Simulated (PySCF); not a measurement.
**Bonding in `C=C1[C@@H](C)[C@H](C)[C@@H]1N`**

C7H13N.
Atom-mapped SMILES: `[CH2:1]=[C:2]1[C@@H:3]([CH3:4])[C@H:5]([CH3:6])[C@@H:7]1[NH2:8]` (hydrogens: H9, H10 on C1; H11 on C3; H12, H13, H14 on C4; H15 on C5; H16, H17, H18 on C6; H19 on C7; H20, H21 on N8)

Cartesian coordinates in Å at the GFN2-xTB level; atoms count from 1:
```xyz
21
C7H13N angstrom
C      0.098    2.343   -0.768
C      0.063    1.141   -0.233
C      0.961   -0.070   -0.318
C      2.320    0.088    0.348
C     -0.090   -0.874    0.485
C     -0.757   -2.002   -0.282
C     -0.935    0.435    0.653
N     -2.308    0.499    0.216
H     -0.685    3.059   -0.586
H      0.907    2.654   -1.409
H      1.097   -0.435   -1.340
H      2.836   -0.869    0.388
H      2.934    0.792   -0.210
H      2.203    0.464    1.363
H      0.294   -1.255    1.434
H     -1.111   -1.656   -1.252
H     -0.049   -2.811   -0.450
H     -1.604   -2.401    0.275
H     -0.910    0.802    1.686
H     -2.385    0.240   -0.761
H     -2.889   -0.128    0.761
```

Bond orders from the PBE0/pcSseg-1 density (PySCF). The structure is a single GFN2-xTB conformer in the gas phase; no vibrational or solvent corrections.

Question: Where do the orders between heavy atoms depart from those drawn in the SMILES?

Answer: The largest departure is 0.083, at C7–N8 (drawn single, 1.083).

Question: Give the Mayer order of every bond between heavy atoms, beside its length.

Answer: 
```tsv
bond	drawn as	length (Å)	Mayer order
C1–C2	double	1.316	2.021
C2–C3	single	1.510	0.959
C3–C4	single	1.522	1.028
C3–C5	single	1.547	0.964
C5–C6	single	1.519	1.035
C5–C7	single	1.568	0.954
C7–N8	single	1.442	1.083
C7–C2	single	1.510	0.979
```

By pair of heavy elements: C–C: lowest C5–C7 (0.954, 1.568 Å), highest C1–C2 (2.021, 1.316 Å); in 4 of the 21 pairs the longer bond (by over 0.003 Å) has the higher order (by 0.02 or more).

Question: And the bonds to hydrogen?

Answer: C–H: 0.93 to 0.97 (11 bonds); H–N: 0.95 (2 bonds).

Question: Sum the orders of all bonds at each heavy atom with more than one neighbour and set the sums beside the valence in the SMILES.

Answer: C1 3.890 (drawn 4), C2 3.959 (drawn 4), C3 3.891 (drawn 4), C4 3.922 (drawn 4), C5 3.894 (drawn 4), C6 3.919 (drawn 4), C7 3.947 (drawn 4), N8 2.986 (drawn 3). Orders between atoms that aren't bonded are not in these sums.

Mayer orders depend on the basis set.

These values come from a run that also computed NMR shieldings. The run took 71 s of wall time (grids of density and orbitals included) on an Arm Neoverse N1 with one thread, no GPU, shared host, and the process peaked at 0.90 GiB of memory.
